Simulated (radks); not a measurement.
Q: The mean radii <r> (bohr) of the occupied orbitals of an atom or ion are listed with their occupations. Calculated with a radial shooting solver on a logarithmic mesh with Libxc functionals: Dirac Kohn-Sham, LDA (Slater exchange, Perdew-Wang correlation), spin-unpolarised, spherical densities, finite nucleus; Fermi nuclear charge, rms radius of each element as measured or else 0.836 A^(1/3) + 0.57 fm.

| orbital | occ. | <r> |
|---|---|---|
| 1s1/2 | 2 | 0.01836 |
| 2s1/2 | 2 | 0.07700 |
| 2p1/2 | 2 | 0.06367 |
| 2p3/2 | 4 | 0.07163 |
| 3s1/2 | 2 | 0.2008 |
| 3p1/2 | 2 | 0.1907 |
| 3p3/2 | 4 | 0.2054 |
| 3d3/2 | 4 | 0.1797 |
| 3d5/2 | 6 | 0.1843 |
| 4s1/2 | 2 | 0.4497 |
| 4p1/2 | 2 | 0.4547 |
| 4p3/2 | 4 | 0.4882 |
| 4d3/2 | 4 | 0.5049 |
| 4d5/2 | 6 | 0.5164 |
| 5s1/2 | 2 | 1.068 |
| 5p1/2 | 2 | 1.177 |
| 5p3/2 | 4 | 1.281 |
| 4f5/2 | 6 | 0.6030 |
| 4f7/2 | 8 | 0.6127 |
| 5d3/2 | 4 | 1.854 |

Name the element and its charge. Open shells, if any, fill j = l - 1/2 first.

A: Z = 74, tungsten, charge +2: W2+ in [Xe] 4f14 5d4. The 1s radius gives Z: for a bare nucleus <r> = (2 gamma + 1)/(2Z) with gamma = sqrt(1 - (Z/c)^2), 0.01813 bohr for Z = 74, and screening makes it slightly larger (0.01836 here). The occupations add up to 72, and the charge is Z minus that.
